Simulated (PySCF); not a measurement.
# Frontier orbitals and the lowest excitations

Species: C₆H₁₀FP.
Geometry (GFN2-xTB, Å), atoms numbered from 1 in this order:
```
atom  x, y, z in Å
C1     4.0455    0.0197   -0.0770
C2     2.7714   -0.0772    0.2855
P3     1.4299    0.2567   -0.8818
C4     0.0776   -0.0109    0.0874
F5     0.1698   -0.3777    1.3888
C6    -1.3301    0.1323   -0.3997
C7    -2.0669   -1.2052   -0.2875
C8    -2.0576    1.2195    0.3962
H9     4.8498   -0.1786    0.6135
H10    4.3311    0.3009   -1.0782
H11    2.5019   -0.3600    1.2945
H12   -1.2743    0.4282   -1.4533
H13   -3.0852   -1.1041   -0.6548
H14   -1.5586   -1.9681   -0.8734
H15   -2.1016   -1.5288    0.7506
H16   -1.5427    2.1725    0.2943
H17   -2.0927    0.9543    1.4508
H18   -3.0760    1.3326    0.0326
```

Method: TDDFT CAM-B3LYP/def2-SVPD, vertical, gas phase, core orbitals frozen in the response (PySCF).

Frontier orbitals with the atoms that hold most of them (Löwdin shares over 4%, at most four atoms; ? is withheld):

| orbital | ε (eV) | atoms |
| --- | --- | --- |
| LUMO+2 | 1.49 | C2 29%, P3 26%, C1 20%, H10 7% |
| LUMO+1 | 1.25 | C8 14%, C7 14%, C4 9%, F5 9% |
| LUMO | ? | ? |
| HOMO | -7.77 | C4 29%, P3 27%, C1 13%, C2 11% |
| HOMO-1 | -9.26 | ? |
| HOMO-2 | -10.24 | C2 37%, C1 28%, P3 16%, C4 6% |
| HOMO-3 | -10.67 | C4 18%, P3 14%, C6 14%, F5 11% |

(1) Which atoms hold the LUMO, and with what shares?

(2) Give the leading atoms of the HOMO-1.

(3) What is the LUMO energy, and the HOMO–LUMO gap?

Answers

(1) C4 (bonded to C, F and P) 29%; P3 (bonded to 2 C) 26%; C1 (bonded to C and 2 H) 16%; C2 (bonded to C, P and H) 12%. By element: carbon 56% or more, phosphorus 26%.

(2) P3 (bonded to 2 C) 61%; C2 (bonded to C, P and H) 17%; C4 (bonded to C, F and P) 8%; F5 (bonded to C) 4%. By element: phosphorus 61%, carbon 25% or more, fluorine 4%.

(3) ε(LUMO) = -0.46 eV; the gap is 7.30 eV (0.2683 hartree).

Problem. The HOMO–LUMO gap is 7.30 eV. Where does the response calculation put the lowest singlet, and from which orbitals?

Solution. S1 is at 4.85 eV (f = 0.501), 2.45 eV below the gap, made of HOMO→LUMO (96%). Without the coupling terms of the response equations the lowest excitation would equal the gap.

Problem. One configuration dominates each of S1, S2 and S7. Which, and how do the shares of the two leading atoms of either orbital change from the occupied to the empty one?

Solution. 
- S1 (4.85 eV, f 0.501), HOMO→LUMO (96%): C4 29% → 29%, P3 27% → 26%
- S2 (5.03 eV, f 0.0067), HOMO-1→LUMO (98%): P3 61% → 26%, C2 17% → 12%, C4 8% → 29%
- S7 (6.91 eV, f 0.124), HOMO-2→LUMO (87%): C2 37% → 12%, C1 28% → 16%, C4 6% → 29%, P3 16% → 26%

Löwdin shares depend on the basis, the more so with diffuse functions.

One conformer stands for the species.
